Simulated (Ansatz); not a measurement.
Start from `C[Se][AsH2]` and change one atom or group to get `C[Se][SiH3]`.

Ansatz, PBE0-D4/def2-TZVP geometries, multiplicity 1. 

Scalar relativity is left out up to krypton.

```
                                                                                  property  `C[Se][AsH2]`
                                          size of the dipole moment (B3LYP/def2-TZVPP) / D           1.03
                                            zero-point energy (PBE0-D4/def2-TZVP) / kJ/mol          140.8
                                                       HOMO energy (B3LYP/def2-TZVPP) / eV          -6.20
ideal-gas entropy at 298 K and 1 bar (rigid rotor, harmonic PBE0-D4/def2-TZVP) / J/(mol·K)            339
                                                       LUMO energy (B3LYP/def2-TZVPP) / eV          -0.98
                                                         HOMO energy (PBE/def2-TZVPP) / eV          -5.29
```

Give the same properties after the change, and the shifts. (Estimate.)

Computed: 
```csv
property,`C[Se][SiH3]`,shift
size of the dipole moment (B3LYP/def2-TZVPP) / D,1.32,0.29
zero-point energy (PBE0-D4/def2-TZVP) / kJ/mol,164.8,24.0
HOMO energy (B3LYP/def2-TZVPP) / eV,-6.38,-0.18
"ideal-gas entropy at 298 K and 1 bar (rigid rotor, harmonic PBE0-D4/def2-TZVP) / J/(mol·K)",327,-12
LUMO energy (B3LYP/def2-TZVPP) / eV,-0.35,0.63
HOMO energy (PBE/def2-TZVPP) / eV,-5.49,-0.20
```

With PBE0 the HOMO falls by 0.17 eV and the LUMO rises by 0.62 eV, so the gap widens by about 0.79 eV. PBE moves the HOMO by -0.20 eV and ωB97M-V by -0.17 eV. The zero-point energy changes by 24.0 kJ/mol with +3 modes. Dipoles are sizes alone; their direction can turn.

B3LYP here is the variant with VWN-RPA as its local correlation; programs differ in this.

Spin–orbit coupling is left out; it splits and shifts lone-pair levels of the heavy atoms by tenths of an eV.
